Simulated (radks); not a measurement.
Task: The sulfur anion S-, [Ne] 3s2 3p5, held by a Watson sphere: a shell of charge +1 at radius R that stands for the Madelung well of a crystal (potential energy -1/R inside, -1/r outside, in hartree with lengths in bohr). Method: scalar-relativistic Kohn-Sham, LDA (Slater exchange, Perdew-Wang correlation), spin-polarised, spherical densities, finite nucleus; open shells are filled with parallel spins first; Fermi nuclear charge, rms radius of each element as measured or else 0.836 A^(1/3) + 0.57 fm; computed with a radial shooting solver on a logarithmic mesh with Libxc functionals. Response by self-consistent Sternheimer equations with the Hartree and adiabatic LDA kernel, the relativistic mass of each level held fixed and spin-orbit coupling left out. The sphere does not respond.

R (bohr)  e(3s down) (eV)  e(3p up) (eV)  e(3p down) (eV)  <r> 3p (bohr)  sum of <r^2> (bohr^2)  X-ray form factor at sin(theta)/lambda = 0.3 1/angstrom  alpha (bohr^3)
1.95              -17.563         -8.213           -7.519          2.079                  34.23                                                    9.043           22.27
2.55              -16.564         -7.472           -6.810          2.171                  36.88                                                    9.011           27.33
3.11              -15.739         -6.743           -6.101          2.240                  38.94                                                    9.012           32.94
3.37              -15.395         -6.419           -5.782          2.266                  39.75                                                    9.015           35.70
3.72              -14.969         -6.006           -5.376          2.297                  40.70                                                    9.019           39.49

Estimate the row for R = 2.72 bohr.

Result: e(3s down) (eV) -16.302; e(3p up) (eV) -7.249; e(3p down) (eV) -6.594; <r> 3p (bohr) 2.193; sum of <r^2> (bohr^2) 37.55; X-ray form factor at sin(theta)/lambda = 0.3 1/angstrom 9.010; alpha (bohr^3) 28.96.
